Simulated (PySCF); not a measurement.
Vertical excitations of a molecule H8N2Si2 from TDDFT-M06-2X/def2-SVPD (PySCF), as energy in eV (oscillator strength): 5.88 (0.010), 6.18 (0.003), 6.83 (0.010), 6.84 (0.048), 7.14 (0.022), 7.27 (0.046), 7.42 (0.131), 7.54 (0.037), 7.67 (0.005), 7.88 (0.025). Lowest triplet (TDA): 5.55 eV. The structure is a stationary point at PBE0-D3(BJ)/def2-SVP. Other conformers were not sampled.

Problem. Which structure fits?
(A) N[SiH](N)[SiH3]
(B) N[SiH2]N[SiH3]
(C) N[SiH2][SiH2]N

Solution. C, N[SiH2][SiH2]N
